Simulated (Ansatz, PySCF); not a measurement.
C3H4F2Si. Atoms are numbered in the order given.

```xyz
10

C      0.9410    -2.3958     0.0000
C      0.2848    -1.3648     0.0000
C     -0.3913    -0.0680     0.0000
F     -1.2068     0.0425    -1.1131
F     -1.2068     0.0425     1.1131
Si     0.8438     1.4374     0.0000
H      1.5035    -3.3199     0.0000
H      1.6919     1.3580    -1.2345
H      0.0149     2.6871     0.0000
H      1.6919     1.3580     1.2345
```

Geometry: PBE-D3(BJ)/def2-SVP. The structure was generated by enumeration, and PubChem lists no compound with its InChIKey, so it may never have been made.

Vertical ionisation energy (IE) and electron affinity (EA) in eV. Rows of orbital energies are one-electron estimates. Where ΔSCF, EOM or ADC give a negative EA the extra electron is unbound and the value depends on the basis.

| level | IE | EA |
|---|---|---|
| −ε(HOMO), −ε(LUMO), ωB97X/def2-TZVP (PySCF) | 10.76 | -1.66 |
| −ε(HOMO), −ε(LUMO), PBE/def2-TZVP (PySCF) | 7.12 | 1.51 |
| ΔSCF, PBE0/def2-SVPD (Ansatz), final states of multiplicity 2 and 2 | 10.55 | -1.07 |
| ΔSCF, PBE/def2-SVPD (Ansatz), final states of multiplicity 2 and 2 | 10.20 | -0.87 |

**Question.** What vertical singlet–triplet gap does ΔSCF give with PBE0/def2-SVPD (Ansatz, a first-principles code) and with PBE/def2-SVPD (Ansatz)? (An estimate is asked for; the answer gives what the named calculation found.)

**Answer.** 5.08 and 5.05 eV (triplet above singlet where positive).
